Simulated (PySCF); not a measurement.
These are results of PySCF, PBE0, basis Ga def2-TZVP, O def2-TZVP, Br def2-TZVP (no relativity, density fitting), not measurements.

```xyz
3
charge 0 multiplicity 1, angstrom
Ga    0.0000    0.0000   -0.9103
O     0.0000    0.0000   -2.5552
Br    0.0000    0.0000    1.3128
```

GaOBr (singlet), along the line from Ga1 (at 0) through O2 (at 1.645 Å).

Problem. Tabulate the fields along this line at -0.49, -0.41, -0.33, -0.25, -0.16, -0.08, 0.08, 0.16, 0.25, 0.33, 0.41, 0.49, 0.58, 0.66, 0.74, 0.82, 0.90, 0.99, 1.07, 1.15, 1.23, 1.32, 1.40, 1.48, 1.56, 1.73, 1.81, 1.89, 1.97, 2.06, 2.14, 2.22, 2.30, 2.38, 2.47, 2.55, 2.63 Å.

Solution. 
```tsv
distance (Å)	electron density (e/Å³)	electron localisation function	electrostatic potential (V)
-0.49	7.87	0.586	82.2
-0.41	17.3	0.731	131
-0.33	35.8	0.773	231
-0.25	62.6	0.595	457
-0.16	121	0.227	1020
-0.08	969	0.79	3080
0.08	969	0.791	3080
0.16	121	0.225	1020
0.25	63.3	0.598	454
0.33	36	0.773	229
0.41	17.3	0.725	129
0.49	7.85	0.561	80
0.58	3.71	0.327	53.7
0.66	2.04	0.177	38.1
0.74	1.42	0.146	28.5
0.82	1.28	0.225	22.9
0.90	1.4	0.44	20.6
0.99	1.73	0.645	21.7
1.07	2.24	0.722	27.2
1.15	2.98	0.713	39.1
1.23	3.93	0.618	61.5
1.32	5.06	0.364	102
1.40	6.98	0.0914	180
1.48	21.3	0.26	353
1.56	185	0.994	937
1.73	182	0.993	936
1.81	21.4	0.222	349
1.89	7.81	0.135	176
1.97	5.68	0.523	96.5
2.06	4.17	0.758	54.8
2.14	2.9	0.825	31.3
2.22	1.95	0.839	17.6
2.30	1.28	0.83	9.54
2.38	0.83	0.808	4.7
2.47	0.538	0.772	1.78
2.55	0.351	0.721	0.024
2.63	0.232	0.657	-1.02
```

On a grid of 0.08 Å the density has a local minimum along the bond near 0.82 Å from Ga, at 1.28 e/Å³, where the ELF is 0.23.
